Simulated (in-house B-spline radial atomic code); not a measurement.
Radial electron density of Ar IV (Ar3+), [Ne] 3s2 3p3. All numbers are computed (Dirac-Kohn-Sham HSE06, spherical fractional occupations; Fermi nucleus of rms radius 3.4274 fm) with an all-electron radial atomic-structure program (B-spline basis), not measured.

Caution: exact exchange at fractional occupations of open shells leaves self-interaction of up to several eV.

Columns: r (bohr), 4πr²n(r) (electrons per bohr), bar.

```
 0.00325   0.4802 #
 0.00388    0.667 #
 0.00464   0.9252 ##
 0.00555    1.277 ###
 0.00663    1.747 ####
 0.00793    2.378 #####
 0.00948    3.204 #######
  0.0113    4.252 #########
  0.0136    5.652 ############
  0.0162    7.283 ###############
  0.0194    9.283 ###################
  0.0232    11.55 ########################
  0.0277    13.98 #############################
  0.0331    16.43 ##################################
  0.0396    18.63 #######################################
  0.0473    20.24 ##########################################
  0.0566    20.96 ############################################
  0.0677    20.59 ###########################################
  0.0809     19.2 ########################################
  0.0967    17.19 ####################################
   0.116    15.29 ################################
   0.138    14.42 ##############################
   0.165    15.05 ###############################
   0.198    17.13 ####################################
   0.236    19.56 #########################################
   0.283    21.02 ############################################
   0.338    20.18 ##########################################
   0.404    16.84 ###################################
   0.483    12.06 #########################
   0.577      7.6 ################
    0.69    4.842 ##########
   0.825    4.066 #########
   0.987    4.381 #########
    1.18    4.534 #########
    1.41    3.868 ########
    1.69    2.584 #####
    2.02    1.335 ###
    2.41   0.5267 #
    2.88   0.1512 
    3.45  0.02936 
    4.12 0.003809 
    4.93 0.0002887
```

On this grid the curve has 3 maxima, near 0.0566, 0.283, 1.18 bohr.

The 3s1/2 radial function P(r) = rR(r), positive near the nucleus, with its small component Q(r) (sign convention: Q ≈ (P' + κP/r)/2c):

```tsv
r (bohr)	P	Q
0.00111	0.01708	-0.001133
0.00159	0.02418	-0.001607
0.00227	0.03399	-0.002266
0.00325	0.04764	-0.003189
0.00464	0.0661	-0.004451
0.00663	0.09074	-0.006163
0.00948	0.1226	-0.008434
0.0136	0.1621	-0.01137
0.0194	0.2059	-0.01487
0.0277	0.2476	-0.01877
0.0396	0.2728	-0.02247
0.0566	0.2567	-0.02485
0.0809	0.1685	-0.02434
0.116	-0.01454	-0.01938
0.165	-0.2605	-0.01001
0.236	-0.4694	0.00166
0.338	-0.454	0.01049
0.483	-0.08758	0.01184
0.69	0.5075	0.006072
0.987	0.9444	-0.001256
1.41	0.8852	-0.004515
2.02	0.4645	-0.003075
2.88	0.1274	-0.0009251
4.12	0.01432	-0.0001094
```
